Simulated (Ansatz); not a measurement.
Consider the ligand exchange at a Zn–C bond: `[F][Zn][CH2][SiH3]` + HCl → `[F][Zn][Cl]` + `C[SiH3]`.

Isolated molecules relaxed with PBE0-D4/def2-TZVP in Ansatz; ΔE leaves out vibrations. CCSD(T)/CBS adds triple-zeta CCSD(T) − MP2 to the extrapolated MP2 energy (def2 sets, frozen cores). This one scheme is used for every species. Functionals use def2-TZVPP. For Zn outer-core shells are correlated without core-valence functions, which leaves a few kJ/mol of doubt a bond. Scalar relativity is left out up to krypton. One conformer a species, not always the lowest.

```tsv
level	ΔE (kcal/mol)
ωB97X-V	-28.8
r2SCAN	-28.0
HF/def2-TZVPP	-37.4
MP2/def2-TZVPP	-26.1
CCSD(T)/def2-TZVPP	-27.0
HF/def2-QZVPP	-38.5
SCS-MP2/def2-QZVPP	-29.0
HF/CBS(def2)	-38.7
```

Task: What does CCSD(T)/CBS give? (An estimate is asked.)

Result: The calculation gave: -28.9 kcal/mol. The listed levels differ from it by 0.1, 0.9, -8.5, 2.8, 1.9, -9.6, -0.1, -9.8 kcal/mol.

Largest T1 diagnostic among the species: 0.016.

In def2-TZVPP, CCSD(T) changes the Hartree–Fock value by +10.5 kcal/mol (the triples alone add +1.3 kcal/mol) and MP2 by +11.4 kcal/mol. From PBE to PBE0 (25 % exact exchange), in def2-TZVPP and without D4, ΔE moves by −2.3 kcal/mol. The D4 term adds +1.0 kcal/mol with B3LYP and +0.5 kcal/mol with PBE0; it sums over pairs of atoms, weighted by their polarisabilities, and B3LYP, whose exchange is more repulsive, gets the larger term.

B3LYP here is the variant with VWN-RPA as its local correlation; programs differ in this.
